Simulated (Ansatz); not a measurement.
Harmonic frequencies (cm⁻¹) at PBE0-D4/def2-TZVP from Ansatz: 37, 89, 175, 211, 251, 297, 353, 432, 461, 504, 699, 727, 799, 819, 831, 878, 902, 924, 938, 957, 1587, 2178, 2227, 2241, 3595, 3688, 3911.

Each molecule was computed in one conformer, which needn't be the lowest.

(1) Which molecule is it?
A. `N=C1N[SiH2]O1`
B. `C[SiH2][O][ZnH]`
C. `N[SiH](F)[SiH2]O`
D. `C[B](C)[AlH2]`

## Answers

(1) C.
